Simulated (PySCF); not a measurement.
Compound: C₇H₁₅PSi.
SMILES with atom numbers: `[CH2:1]=[C:2]1[CH2:3][Si@@H:4]([PH2:5])[C@H:6]1[CH:7]([CH3:8])[CH3:9]`

Geometry (GFN2-xTB, Å), atoms numbered from 1 in this order:
```
atom  x, y, z in Å
C1     0.1842    2.7794   -0.0609
C2     0.5640    1.5518   -0.3542
C3     1.9607    0.9793   -0.3150
Si4    1.2918   -0.7147   -0.9335
P5     1.4919   -2.5691    0.3203
C6    -0.2864    0.3867   -0.8091
C7    -1.4458    0.0072    0.1145
C8    -2.1178   -1.2616   -0.4007
C9    -0.9748   -0.1859    1.5516
H10    0.8897    3.5326    0.2507
H11   -0.8473    3.0853   -0.1189
H12    2.3853    1.0010    0.6889
H13    2.6527    1.5091   -0.9676
H14    1.6623   -1.0340   -2.3229
H15    2.5945   -3.0325   -0.3747
H16    2.2876   -1.9859    1.2908
H17   -0.7073    0.5994   -1.7961
H18   -2.1774    0.8251    0.1006
H19   -1.4124   -2.0919   -0.3740
H20   -2.9768   -1.5197    0.2148
H21   -2.4559   -1.1306   -1.4267
H22   -0.4840    0.7139    1.9157
H23   -1.8181   -0.4066    2.2028
H24   -0.2724   -1.0185    1.6112
```

Probes without a nucleus sit at each ring's centroid and 1 Å off its mean plane on both sides; NICS is minus the shielding there, NICSzz its component along the normal. Level: GIAO PBE0/pcSseg-1 (PySCF, non-relativistic, gas phase) on the GFN2-xTB geometry, one conformer.

Ring bond lengths (Å), with Mayer bond orders in brackets: C2–C3 1.510 (0.99), C3–Si4 1.923 (0.92), Si4–C6 1.929 (0.90), C6–C2 1.512 (0.95).

Task: Give the NICS values of each ring in ppm.

Result: 
```tsv
ring	type	NICS(0)	NICS(1), two faces	NICS(1)zz, two faces	rms pucker (Å)	centre to ring atoms, mean (Å)
C2–C3–Si4–C6	4-membered ring with Si; formal bonds all single	3.0	-1.0 / -1.4	4.6 / 2.1	0.01	1.21
```

Task: What can be read from them?

Result: 
- C2–C3–Si4–C6: mean NICS(1)zz 3.4 ppm, deshielded. C3, Si4, C6 have four or more neighbours, so the value isn't read as a sign of a π ring current.

Task: What is the mean of the two in-plane components of NICS at the second NICS(1) probe listed for ring C2–C3–Si4–C6, 1 Å off the ring?

Result: The isotropic value is a third of the trace: (3 × -1.4 − (2.1))/2 = -3.1 ppm.

Task: What are the shieldings of the ring atoms and their hydrogens in the same run (means over atoms taken as equivalent)?

Result: 
| atoms | environment | σ isotropic (ppm) |
| --- | --- | --- |
| C2 | fully substituted alkene carbon | 26.8 |
| C3 | sp3 carbon bound to silicon | 158.2 |
| Si4 | SiH silicon | 369.1 |
| C6 | sp3 carbon bound to silicon | 137.8 |
| H12 | methylene hydrogen | 29.57 |
| H13 | methylene hydrogen | 29.07 |
| H14 | Si–H hydrogen | 26.58 |
| H17 | methine hydrogen | 28.83 |

On one thread of an Intel Xeon at 2.50 GHz, shared host with 64 logical CPUs at a one-minute load of 63, this took 3.4 min of wall time (grids of density and orbitals included) and 1.1 GiB of memory at its peak. This is the whole shielding run at PBE0/pcSseg-1, SCF included.
